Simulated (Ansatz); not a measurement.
`Cc1cccc(O)c1C`, relaxed with RKS PBE-D4/def2-SVP in Ansatz 0.2.0 from a rough embedded geometry. The force threshold is 0.03 eV/Å; the program also tests the step.

Charge 0, multiplicity 1.

Start:

```xyz
19

C     1.393   -1.230    1.283
C     0.796   -0.415    0.172
C     1.559   -0.149   -0.957
C     1.050    0.595   -2.005
C    -0.237    1.088   -1.937
C    -1.012    0.832   -0.814
O    -2.277    1.344   -0.800
C    -0.507    0.079    0.252
C    -1.393   -0.168    1.447
H     2.409   -1.523    1.029
H     0.813   -2.136    1.457
H     1.427   -0.660    2.211
H     2.568   -0.533   -1.015
H     1.657    0.792   -2.876
H    -0.665    1.672   -2.736
H    -2.713    1.106    0.025
H    -0.885   -0.761    2.199
H    -2.296   -0.707    1.153
H    -1.686    0.775    1.913
```

**Question.** By how much does the energy fall, and how many steps does the optimiser take? (An estimate is asked.)

**Answer.** The calculation gave: 0.14 eV, in 3 steps.

**Question.** Which bonds change most? (Best estimate.)

**Answer.** Computed: C2–C8 from 1.396 to 1.417 Å; C9–H18 from 1.092 to 1.114 Å; C9–H19 from 1.092 to 1.114 Å; C5–H15 from 1.078 to 1.100 Å.

**Question.** Give the relaxed structure. (An estimate is asked.)

**Answer.** Computed: 
```xyz
19

C     1.409   -1.242    1.294
C     0.813   -0.423    0.173
C     1.582   -0.151   -0.976
C     1.057    0.606   -2.033
C    -0.246    1.106   -1.964
C    -1.024    0.842   -0.822
O    -2.290    1.348   -0.795
C    -0.510    0.078    0.256
C    -1.410   -0.160    1.445
H     2.445   -1.546    1.053
H     0.827   -2.168    1.489
H     1.443   -0.677    2.250
H     2.610   -0.542   -1.037
H     1.673    0.809   -2.923
H    -0.687    1.703   -2.775
H    -2.709    1.090    0.047
H    -0.921   -0.763    2.231
H    -2.339   -0.704    1.159
H    -1.723    0.795    1.926
```
